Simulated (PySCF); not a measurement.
## `CO[C@@]12C=C[C@@H](CC1)[C@@H]2S`: 4 charge schemes on one density

C₈H₁₂OS.
Atom-mapped SMILES: `[CH3:1][O:2][C@@:3]12[CH:4]=[CH:5][C@@H:6]([CH2:7][CH2:8]1)[C@@H:9]2[SH:10]` (hydrogens: H11, H12, H13 on C1; H14 on C4; H15 on C5; H16 on C6; H17, H18 on C7; H19, H20 on C8; H21 on C9; H22 on S10)

Structure used (GFN2-xTB), in Å, numbered top down from 1:
```
atom  x, y, z in Å
C1     2.7724   -0.0439    0.3093
O2     1.5894    0.3161    0.9820
C3     0.4046    0.1137    0.2734
C4     0.1258    0.9708   -0.9444
C5    -1.1875    0.9689   -1.1388
C6    -1.8154    0.1209   -0.0670
C7    -1.4227   -1.3378   -0.4013
C8     0.1018   -1.3472   -0.1870
C9    -0.8644    0.3788    1.1098
S10   -0.9924    2.0027    1.8962
H11    2.8583    0.4519   -0.6626
H12    3.5888    0.2822    0.9508
H13    2.8389   -1.1274    0.1621
H14    0.8862    1.4377   -1.5420
H15   -1.7372    1.4259   -1.9413
H16   -2.8749    0.2800    0.1127
H17   -1.9239   -2.0276    0.2767
H18   -1.6987   -1.5964   -1.4229
H19    0.6458   -1.5930   -1.0981
H20    0.3983   -2.0423    0.5981
H21   -0.9802   -0.3284    1.9300
H22   -0.7234    2.7138    0.8036
```

Density: PBE0/pcSseg-1 (PySCF); schemes: Mulliken, IAO, Hirshfeld and ESP-fitted. Geometry: GFN2-xTB, one conformer, isolated molecule.

At which atom do the 4 schemes differ most?

At C9: from -0.519 (ESP-fitted) to -0.034 e (Hirshfeld), 0.485 e apart.

Do the Mulliken, IAO, Hirshfeld and ESP-fitted schemes agree on where the charge is highest?

The schemes don't all agree: Mulliken H21 (+0.146); IAO C3 (+0.211); Hirshfeld C3 (+0.078); ESP-fitted C3 (+0.384).

Which atoms carry the lowest charge in the Mulliken, IAO, Hirshfeld and ESP-fitted schemes?

The schemes don't all agree: Mulliken O2 (-0.491); IAO O2 (-0.378); Hirshfeld O2 (-0.141); ESP-fitted C9 (-0.519).

Give the atomic charges in each scheme.

In e:

```
atom                    environment  Mulliken     IAO  Hirshfeld  ESP-fitted
  C1                 methoxy carbon    -0.015  -0.201     -0.039      -0.025
  O2                   ether oxygen    -0.491  -0.378     -0.141      -0.372
  C3     sp3 carbon bound to oxygen    -0.026  +0.211     +0.078      +0.384
  C4               alkene CH carbon    -0.053  -0.194     -0.059      -0.160
  C5               alkene CH carbon    -0.021  -0.163     -0.045      -0.380
  C6  sp3 carbon at a ring junction    -0.237  -0.124     -0.035      +0.241
  C7                ring CH2 carbon    -0.098  -0.262     -0.068      -0.385
  C8                ring CH2 carbon    -0.135  -0.290     -0.082      -0.130
  C9     sp3 carbon bound to sulfur    -0.229  -0.186     -0.034      -0.519
 S10                   thiol sulfur    -0.043  -0.071     -0.079      -0.277
 H11                methyl hydrogen    +0.088  +0.120     +0.037      +0.049
 H12                methyl hydrogen    +0.126  +0.162     +0.053      +0.103
 H13                methyl hydrogen    +0.095  +0.124     +0.037      +0.042
 H14               vinylic hydrogen    +0.081  +0.154     +0.050      +0.162
 H15               vinylic hydrogen    +0.078  +0.155     +0.052      +0.199
 H16               methine hydrogen    +0.101  +0.145     +0.042      +0.065
 H17             methylene hydrogen    +0.126  +0.139     +0.041      +0.109
 H18             methylene hydrogen    +0.121  +0.140     +0.037      +0.156
 H19             methylene hydrogen    +0.121  +0.137     +0.033      +0.083
 H20             methylene hydrogen    +0.130  +0.140     +0.038      +0.090
 H21               methine hydrogen    +0.146  +0.151     +0.045      +0.333
 H22                   S–H hydrogen    +0.138  +0.091     +0.038      +0.233
```

Mean size of the charges over all atoms: ESP-fitted 0.204 e, IAO 0.170 e, Mulliken 0.123 e, Hirshfeld 0.053 e. Each set sums to the total charge, 0, to within 0.001 e. The Hirshfeld scheme divides the density at each point in proportion to the densities of the neutral, spherically averaged free atoms.

How many electrons does the Hirshfeld scheme count on C6?

Z − q = 6 − (-0.035) = 6.035.

Sum the charges by element, for elements with more than one atom.

```csv
element,atoms,Mulliken,IAO,Hirshfeld,ESP-fitted
C,8,-0.815,-1.208,-0.284,-0.973
H,12,+1.350,+1.657,+0.503,+1.623
```

How closely do the schemes follow one another over all atoms?

Correlation coefficient and root-mean-square difference: IAO with Hirshfeld 0.96, 0.127 e; Mulliken with IAO 0.83, 0.102 e; Mulliken with Hirshfeld 0.82, 0.114 e; Hirshfeld with ESP-fitted 0.79, 0.203 e; IAO with ESP-fitted 0.78, 0.154 e; Mulliken with ESP-fitted 0.60, 0.196 e.
